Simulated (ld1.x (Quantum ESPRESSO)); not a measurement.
**iron (Fe): excitation energies, all-electron against TM**

ld1.x (Quantum ESPRESSO) 7.5 input, shortened:

```
&input
   title='Fe', zed=26., rel=1, dft='WC', iswitch=3,
   config='[Ar] 3d6 4s0 4p0'
 /
 &inputp
   pseudotype=2, tm=.true., lloc=1,
   nlcc=.false.
 /
3
4S  1  0   0.00   0.00  1.80  1.80  0.0
3D  3  2   6.00   0.00  1.75  1.75  0.0
3P  2  1   6.00   0.00  1.40  1.40  0.0
 &test
   configts(1)='3p6 3d6 4s0 4p0'
 /
```

Energies are relative to the spin-unpolarised reference configuration 3p6 3d6 4s0 4p0; without spin polarisation the order of configurations can differ from experiment.

| valence configuration | charge | ΔE all-electron (eV) | error AE − PS (meV) |
| --- | --- | --- | --- |
| 3p6 3d6 4s2 4p0 | 0 | -24.851 | +14 |
| 3p6 3d6 4s1 4p0 | +1 | -16.091 | +7.6 |
| 3p6 3d5 4s0 4p0 | +3 | 34.220 | +45 |
| 3p6 3d5 4s2 4p1 | 0 | -16.057 | +22 |
| 3p6 3d7 4s1 4p0 | 0 | -25.651 | +23 |

(1) What are ΔE and the potential's error for 3p6 3d7 4s0 4p0?

(2) What are ΔE and the potential's error for 3p6 3d4 4s0 4p0?

Levels in the configuration 3p6 3d7 4s0 4p0:

```json
{"level": "3p", "all-electron (eV)": "-63.242", "pseudo (eV)": "-63.146"}
{"level": "3d", "all-electron (eV)": "-11.469", "pseudo (eV)": "-11.462"}
```

Note: ghost state, extra bound levels that the all-electron valence spectrum of the same l lacks: s at -97.9 eV. A true bound ghost makes a file unfit for plane-wave use.

Answers

(1) ΔE = -18.280 eV all-electron; the error (AE − PS) is +1.0 meV.

(2) ΔE = 87.322 eV all-electron; the error (AE − PS) is +368 meV.

ld1.x printed “convergence not achieved” for 4 of the counted tests; their residual had stalled under 1e-8, short of the target of 1e-14.
